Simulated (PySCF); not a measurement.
**Correlation energy of Pb (lead, neutral)**

[Xe] 4f14 5d10 6s1 6p3, high-spin 5S determinant (an excited configuration). Computed with PySCF 2.14 in def2-QZVPPD with the def2 core potential (60 electrons) (8s6p5d4f1g, 88 functions), with a scalar-relativistic core potential. Frozen: 5s2 5p6 5d10; 4 electrons correlated.

```csv
level,correlation energy (mhartree)
CCSD,-19.30
(T),-0.30
CCSD(T),-19.60
```

Diagnostics: T1 = 0.0030, D1 = 0.0056, largest double amplitude 0.031.

Spin-orbit coupling is strong in this species (close to jj coupling), so the high-spin LS determinant is a model state, not a physical level.

Cost of the coupled-cluster step: of the order of 13 core-seconds, for 4 correlated electrons.

Iterations:

```
CC2 = 0
CCSD nocc = (np.int64(4), np.int64(0)), nmo = (79, 79)
frozen orbitals [[0, 1, 2, 3, 4, 5, 6, 7, 8], [0, 1, 2, 3, 4, 5, 6, 7, 8]]
max_cycle = 100
direct = 0
conv_tol = 1e-08
conv_tol_normt = 1e-06
diis_space = 8
diis_start_cycle = 0
Init t2, MP2 energy = -0.0146719649500789
Init E_corr(UCCSD) = -0.014671964959017
cycle = 1  E_corr(UCCSD) = -0.0180289792552291  dE = -0.0033570143  norm(t1,t2) = 0.025935
cycle = 2  E_corr(UCCSD) = -0.0189201544428618  dE = -0.000891175188  norm(t1,t2) = 0.008139
cycle = 3  E_corr(UCCSD) = -0.0193076956287171  dE = -0.000387541186  norm(t1,t2) = 0.00281693
cycle = 4  E_corr(UCCSD) = -0.0192987008912178  dE = 8.9947375e-06  norm(t1,t2) = 0.000343272
cycle = 5  E_corr(UCCSD) = -0.0192991871749322  dE = -4.86283714e-07  norm(t1,t2) = 3.47862e-05
cycle = 6  E_corr(UCCSD) = -0.0192990586675165  dE = 1.28507416e-07  norm(t1,t2) = 5.35198e-06
cycle = 7  E_corr(UCCSD) = -0.0192991018902874  dE = -4.32227708e-08  norm(t1,t2) = 5.76795e-07
cycle = 8  E_corr(UCCSD) = -0.0192990975655643  dE = 4.32472309e-09  norm(t1,t2) = 7.17619e-08
UCCSD converged
E(UCCSD) = -191.6828877112759  E_corr = -0.01929909756556429
UCCSD(T) correction = -0.000297786131827736
```

Spin-orbit coupling is strong in this species, so the high-spin LS determinant is a model state.
